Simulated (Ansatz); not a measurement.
Computed with Ansatz on PBE0-D4/def2-TZVP structures; ΔE is electronic, products minus reactants. CCSD(T)/CBS is the MP2 limit (def2-TZVPP, def2-QZVPP) plus CCSD(T) − MP2 in def2-TZVPP, frozen cores. This one scheme is used for every species. DFT in def2-TZVPP. def2 core potentials past Kr. For Sn outer-core shells are correlated without core-valence functions, which leaves a few kJ/mol of doubt a bond. One conformer a species, not always the lowest.

Consider the silylene formation by 1,1-elimination: `FC[SiH2][SnH3]` → `F[CH2][SnH3]` + `[SiH2]`.

| level | ΔE (kJ/mol) |
| --- | --- |
| PBE-D4 | 290.3 |
| r2SCAN-D4 | 302.7 |
| PBE0-D4 | 298.5 |
| ωB97M-V | 274.9 |
| PBE | 282.2 |
| HF/def2-TZVPP | 256.8 |
| CCSD/def2-TZVPP | 266.1 |
| MP2/CBS(def2) | 298.0 |

(1) What does CCSD(T)/CBS give? (An estimate is asked.)

Largest T1 diagnostic among the species: 0.014.

Results:

(1) The calculation gave: +279.5 kJ/mol. The listed levels differ from it by 10.8, 23.2, 19.0, -4.6, 2.7, -22.7, -13.4, 18.5 kJ/mol.

In def2-TZVPP, CCSD(T) changes the Hartree–Fock value by +13.3 kJ/mol (the triples alone add +4.1 kJ/mol) and MP2 by +31.9 kJ/mol. The D4 term adds +13.0 kJ/mol with B3LYP and +7.2 kJ/mol with PBE0; it sums over pairs of atoms, weighted by their polarisabilities, and B3LYP, whose exchange is more repulsive, gets the larger term.

B3LYP here is the variant with VWN-RPA as its local correlation; programs differ in this.
